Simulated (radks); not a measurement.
Pm, 61 electrons, occupied as [Xe] 4f5 6s2 (the NIST ground configuration). Method: Dirac Kohn-Sham, Slater X-alpha with alpha = 0.667, spin-unpolarised, spherical densities, point nucleus; open shells are shared between the two j in proportion to 2j + 1; computed with a radial shooting solver on a logarithmic mesh with Libxc functionals.

Normalised radial functions P(r) = r R(r) (large component), r in bohr:

r,4d5/2,5p1/2,5p3/2
0.0009565,0.0000,0.0023,0.0005
0.001307,0.0000,0.0032,0.0009
0.001785,0.0000,0.0048,0.0016
0.002439,0.0001,0.0071,0.0028
0.003332,0.0002,0.0108,0.0050
0.004552,0.0004,0.0166,0.0089
0.006169,0.0009,0.0255,0.0153
0.008428,0.0022,0.0395,0.0262
0.01151,0.0051,0.0606,0.0437
0.01573,0.0119,0.0909,0.0703
0.02149,0.0269,0.1305,0.1074
0.02912,0.0571,0.1737,0.1510
0.03979,0.1176,0.2085,0.1921
0.05436,0.2255,0.2058,0.2040
0.07426,0.3924,0.1297,0.1498
0.1014,0.5975,-0.0344,0.0058
0.1386,0.7493,-0.2301,-0.1887
0.1878,0.6842,-0.3080,-0.2971
0.2566,0.2497,-0.1273,-0.1680
0.3506,-0.4922,0.2509,0.1851
0.4789,-1.1569,0.4657,0.4429
0.6543,-1.3160,0.1945,0.2561
0.8939,-0.9578,-0.4094,-0.3034
1.211,-0.4718,-0.8463,-0.7753
1.655,-0.1456,-0.8492,-0.8523
2.261,-0.0260,-0.5374,-0.5851
3.089,-0.0023,-0.2218,-0.2649
4.22,-0.0001,-0.0570,-0.0766
5.765,0.0000,-0.0081,-0.0127
7.813,0.0000,-0.0006,-0.0011
10.67,0.0000,0.0000,0.0000
14.58,0.0000,0.0000,0.0000

4d5/2: eigenvalue -119.37 eV, 1 radial node at r = 0.288 bohr, <r> = 0.693 bohr, 90 % of the charge inside 1.04 bohr. 5p1/2: eigenvalue -23.910 eV, 3 radial nodes at r = 0.0960, 0.287, 0.729 bohr, <r> = 1.63 bohr, 90 % of the charge inside 2.40 bohr. 5p3/2: eigenvalue -20.608 eV, 3 radial nodes at r = 0.102, 0.301, 0.764 bohr, <r> = 1.73 bohr, 90 % of the charge inside 2.55 bohr.
